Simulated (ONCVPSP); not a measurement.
Ir (Z = 77): one change to an ONCV potential, before and after

* Element: Ir
* Generator: ONCVPSP 4.0.1
* Type: optimised norm-conserving Vanderbilt (ONCV)
* Functional: PW91
* Relativity: fully relativistic
* Frozen core: [Xe] 4f14
* Valence charge: 9
* Reference configuration: 5d7 6s1.75 6p0.25
* Partial waves: 6s: rc 2.00 bohr, ncon 4, nbas 7, qcut 2.9 1/bohr, 3 projectors, debl 0.5 Ha; 6p: rc 3.75 bohr, ncon 4, nbas 7, qcut 1.9 1/bohr, 2 projectors, debl 2.5 Ha; 5d: rc 2.15 bohr, ncon 4, nbas 9, qcut 6.7 1/bohr, 3 projectors, debl 0.9 Ha
* Local potential: polynomial inside 1.65 bohr (lpopt 1, dvloc0 0 Ha)
* Core correction: none

Open shells are filled in proportion to 2j + 1.

Change: s: nbas 9.

Cutoffs: the cutoffs (Ha) at which the residual kinetic energy of the hardest occupied pseudo-wave falls to 1 and 0.1 mHa per electron; they do not see the model core or the augmentation charge, which bear on the density cutoff. Errors are all-electron minus pseudo energies relative to the spin-unpolarised reference configuration.

**Question.** How do hardness, ghosts and transferability respond?

**Answer.** The potential gets harder (16 Ha and 30 Ha → 16 Ha and 41 Ha); both files keep a bound ghost (s); of the 3 tests that both files solve, the error grows in 1 and shrinks in 0 by more than 15 % and 0.3 meV (median size 0.6 → 0.9 meV).

```csv
quantity,base,changed
"cutoff, loose",16 Ha,16 Ha
"cutoff, tight",30 Ha,41 Ha
loose cutoff by channel,"s 13 Ha, p 1.2 Ha, d 16 Ha","s 4.3 Ha, p 1.2 Ha, d 16 Ha"
bound ghosts,s,s
GHOST(+) flags under 300 eV,"p3/2 at 63.5 eV, p1/2 at 70.6 eV","p3/2 at 63.5 eV, p1/2 at 70.6 eV"
tests with a reliable result,3 of 4,3 of 4
"error for 5d7 6s2 6p0, meV [ΔE -1.28 eV]",+0.4,+0.4
"error for 5d7 6s1 6p0, meV [ΔE 8.69 eV]",-0.6,-0.9
"error for 5d7.5 6s1.5 6p0, meV [ΔE -1.56 eV]",-6.0,-6.4
s: phases at 2.03 bohr within 0.05 rad from the reference energy up to (Ha; the scan ends near 5),to the end of the scan,to the end of the scan
p3/2: phases at 3.80 bohr within 0.05 rad from the reference energy up to (Ha; the scan ends near 5),0.8,0.8
p1/2: phases at 3.80 bohr within 0.05 rad from the reference energy up to (Ha; the scan ends near 5),0.7,0.7
d5/2: phases at 2.18 bohr within 0.05 rad from the reference energy up to (Ha; the scan ends near 5),to the end of the scan,to the end of the scan
d3/2: phases at 2.18 bohr within 0.05 rad from the reference energy up to (Ha; the scan ends near 5),to the end of the scan,to the end of the scan
```

 A true bound ghost makes a file unfit for plane-wave use even where its test errors are small: the radial tests pick states by their node count and pass the ghost by.
